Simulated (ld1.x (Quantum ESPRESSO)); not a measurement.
**Br: one change to an RRKJ potential, before and after**

```
Element                 : bromine
Generator               : ld1.x (Quantum ESPRESSO) 7.5
Type                    : norm-conserving RRKJ (Kleinman–Bylander form)
Functional              : PBE
Relativity              : scalar-relativistic
Frozen core             : [Ar] 3d10
Valence charge          : 7
Reference configuration : 4s2 4p3 (charge +2)
Partial waves           : 4p (bound): rc 1.30 bohr; 4d channel at -0.1 Ry: rc 1.65 bohr; 4s (bound): rc 1.50 bohr
Local potential         : the s channel
Core correction         : none
rho0                    : 0.01
```

All-electron outer shells of the reference configuration (PBE, scalar-relativistic, ld1.x):

```json
{"shell": "4s", "level (eV)": "-41.84", "outermost node (bohr)": "0.67", "outermost maximum (bohr)": "1.39"}
{"shell": "4p", "level (eV)": "-28.23", "outermost node (bohr)": "0.70", "outermost maximum (bohr)": "1.58"}
```

Change: all radii scaled by about 0.96 (s 1.44, p 1.24, d 1.58 bohr).

Cutoffs: the cutoffs (Ry, on a coarse ladder) from which the occupation-weighted sum of valence levels, in a spherical-Bessel basis at the reference potential, stays within 10 and 1 mRy of its value at 400 Ry; they do not see the model core or the augmentation charge, which bear on the density cutoff. Errors are all-electron minus pseudo energies relative to the spin-unpolarised reference configuration.

Problem. What does the change do?

Solution. The potential gets harder (55 Ry and 90 Ry → 70 Ry and 100 Ry); both files keep a bound ghost (d, p); of the 7 tests that both files solve, the error grows in 1 and shrinks in 1 by more than 15 % and 0.3 meV (median size 14.0 → 9.3 meV). A smaller radius makes the pseudo-wave follow the all-electron one further in, where it bends more sharply, so more plane waves are needed.

| quantity | base | changed |
| --- | --- | --- |
| cutoff, loose | 55 Ry | 70 Ry |
| cutoff, tight | 90 Ry | 100 Ry |
| loose cutoff by channel (10 mRy a level) | p 35 Ry, s 40 Ry | p 60 Ry, s 40 Ry |
| bound ghosts | d, p | d, p |
| error for 4s2 4p5, meV [ΔE -35.31 eV] | -17 | -16 |
| error for 4s2 4p4, meV [ΔE -22.76 eV] | -3.4 | -3.2 |
| error for 4s2 4p2, meV [ΔE 33.98 eV] | -14 | -14 |
| error for 4s2 4p1, meV [ΔE 80.01 eV] | -35 | -34 |
| error for 4s1 4p6, meV [ΔE -22.94 eV] | -17 | -2.7 |
| error for 4s1 4p5, meV [ΔE -9.76 eV] | -2.6 | +7.6 |
| error for 4s2 4p4.5, meV [ΔE -30.24 eV] | -9.7 | -9.3 |

 A true bound ghost makes a file unfit for plane-wave use even where its test errors are small: the radial tests pick states by their node count and pass the ghost by.
